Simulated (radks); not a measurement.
The numbers below are computed, except where a source is named.
Question: All-electron atom: Zr XVII in [Ar] 3d5 4s1 (not the ground configuration). Level of theory: Dirac Kohn-Sham, PBE, spin-unpolarised, spherical densities, finite nucleus; open shells fill j = l - 1/2 first; Fermi nuclear charge, rms radius 4.2694 fm (a radial shooting solver on a logarithmic mesh with Libxc functionals).

Spin-orbit splittings of the eigenvalues, e(l+1/2) - e(l-1/2), with zeta = 2 splitting/(2l+1) and mean radii in bohr:

shell  occ.  splitting (eV)  zeta (eV)  <r> j=l-1/2  <r> j=l+1/2
2p        6           86.21      57.48       0.1382       0.1426
3p        6           16.05      10.70       0.4239       0.4322
3d        5               ?          ?       0.3972       0.3997
4p        0           4.484      2.989       0.9344       0.9469

Estimate the 3d splitting.

Answer: 3.222 eV (zeta = 1.289 eV).
